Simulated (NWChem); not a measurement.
System: silylphosphine (SiPH$_{5}$); SMILES P[SiH3]

All runs: NWChem. Coordinates come from a B3LYP/6-31G* (spherical d) optimisation. Level B3LYP/def2-SVPD: single points from the atomic guess with DIIS by default; each run changes one setting, and all converged runs end within 0.3 mHa of each other. cgmin counts macro-iterations, each dearer than a DIIS step.

| setting | SCF iterations |
|---|---|
| defaults | 7 |
| DIIS on 3 Fock matrices | 7 |
| quadratically convergent solver (cgmin) | 4 |
| no DIIS, 40 % damping | 13 |
| core-Hamiltonian guess | 11 |
| 70 % damping for 30 cycles | 27 |
